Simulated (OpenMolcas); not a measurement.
**What dynamic correlation does to the levels of Mn³⁺**

```
Program             : OpenMolcas 26.06
Basis               : ANO-R1 [5s3p3d1f]
Scalar Hamiltonian  : X2C, finite nucleus
Active space        : 4 electrons in 5 orbitals (3d)
State averaging     : 2S+1 = 5 even, 5 roots; 2S+1 = 3 even, 45 roots; 2S+1 = 1 even, 50 roots
Spin-orbit coupling : RASSI with atomic mean-field integrals over the reference wave functions, term energies averaged over their components
```

Methods on the same reference wave functions:
A. CASSCF
B. SS-CASPT2, IPEA 0.25 Eh, imaginary shift 0.1 Eh (closed shells correlated: 3s 3p)
C. MS-CASPT2, IPEA 0.25 Eh, imaginary shift 0.1 Eh (closed shells correlated: 3s 3p)
D. XMS-CASPT2, IPEA 0.25 Eh, imaginary shift 0.1 Eh (closed shells correlated: 3s 3p)

Energies in cm-1 above 3d4 5D0, the measured ground level; measured values from Corliss and Sugar, J. Phys. Chem. Ref. Data 6, 1253 (1977).

```tsv
Level	A	B	C	D	Measured
3d4 5D0	0.0	0.0	0.0	0.0	0.0
3d4 5D1	104	105	105	105	99.0
3d4 5D2	307	310	310	309	287
3d4 5D3	601	606	606	605	552
3d4 5D4	979	982	982	981	886
3d4 3H4	23731	22720	22720	23530	21281
3d4 3H5	23946	22950	22950	23750	21475
3d4 3H6	24187	23200	23200	24010	21679
3d4 3P0(1)	25548	21520	21490	22450	20654
3d4 3P1(1)	26158	22150	22130	23080	21279
3d4 3P2(1)	27255	23240	23230	24180	22325
3d4 3F2(1)	27301	24020	24010	25070	22791
3d4 3F3(1)	27370	24110	24100	25150	22862
3d4 3F4(1)	27486	24220	24220	25270	22959
3d4 3G3	29915	27090	27090	27840	25440
3d4 3G4	30175	27350	27360	28110	25671
3d4 3G5	30392	27590	27590	28340	25878
3d4 1I6	35669	34340	34350	35230	
3d4 1G4(1)	37610	33110	33100	33670	
3d4 3D3	38620	33350	33350	34010	31385
3d4 3D2	38704	33440	33440	34100	31474
3d4 3D1	38798	33530	33530	34190	31581
3d4 1S0(1)	43639	35300	35290	36470	
3d4 1D2(1)	46668	42460	42460	42770
```

Deviations, from unrounded energies. A percentage is the sum of absolute deviations over the sum of measured energies, with the sign that they share, or ± where signs differ.

| Against measurement | Levels | A | B | C | D |
| --- | --- | --- | --- | --- | --- |
| mean absolute deviation (cm-1) | 19 | 3700 | 1200 | 1100 | 1800 |
| fine structure of the ground term (%) | 4 | +9.1 | +9.8 | +9.9 | +9.7 |
| other terms of the ground configuration (%) | 15 | +19.2 | +5.9 | +5.9 | +9.3 |

B, C lie about equally close to measurement and A furthest from it. The largest miss of C in the table is 3d4 3D3, by +2000 cm-1. The ranking rests on the paired levels alone, and a cruder setting can come out closer through cancelling errors.

Among B to D the level of the table that moves most is 3d4 1S0(1), by 1200 cm-1 (lowest in C, highest in D). Moves below CASPT2's spread within the term are not significant.

The mean deviations of B to D differ by less than CASPT2's widest spread within a term (1600 cm-1), so their order carries little weight.

From A to B the spin-free energies of the other terms of 3d4 shown, above 5D, scale by factors of 0.81 to 0.96, as is usual when dynamic correlation screens the repulsion within a d or f shell.

The lowest spin-free term lies below A's lowest term by 0.245 hartree in B, 0.245 hartree in C, 0.251 hartree in D.

Term energies are means over components that CASPT2 splits; among the terms shown or strongly mixed into the levels shown the widest spread is 1600 cm-1 (3d4 1I, D). The basis is small and was not contracted for so high a charge. The CASPT2 spread within a term exceeds the gap to the next term for 3d4 3D and 3d4 1I, 3d4 1I and 3d4 1S(1), so the order of their levels is uncertain (figures for C; the like holds for D). Without dynamic correlation excited terms often stand tens of per cent too high (terms of higher spin than the ground term too low), and those without a measured partner can miss by more than the paired ones (holds for A). Computed and measured levels are paired by configuration, term and J; levels that our copy of the source lacks, or whose pairing is in doubt (as where it misses far off the trend of its configuration), stay unpaired and out of the deviations. Only configurations of the active space appear. The table leaves out levels that lie high or whose names do not pair safely across all columns.

A number in round brackets counts repeated terms of one configuration in the order of the reference energies.
